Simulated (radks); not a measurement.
Charge is removed step by step from the 1s down level of Be2+, starting from 1s(up 1, down 1). Method: non-relativistic Kohn-Sham, PBE, spin-polarised, spherical densities, point nucleus; computed with a radial shooting solver on a logarithmic mesh with Libxc functionals.

removed (e)  E - E(0) (eV)  eigenvalue (eV)
0                    0.000          -132.26
0.1                 13.455          -136.85
0.2                 27.369          -141.41
0.3                 41.736          -145.93
0.4                 56.552          -150.37
0.5                 71.807          -154.70
0.6                 87.486          -158.85
0.7                 103.57          -162.70
0.8                 120.01          -166.05
0.9                 136.74          -168.26

The mean slope of the eigenvalue, de/dn, is 40.0 eV per electron.
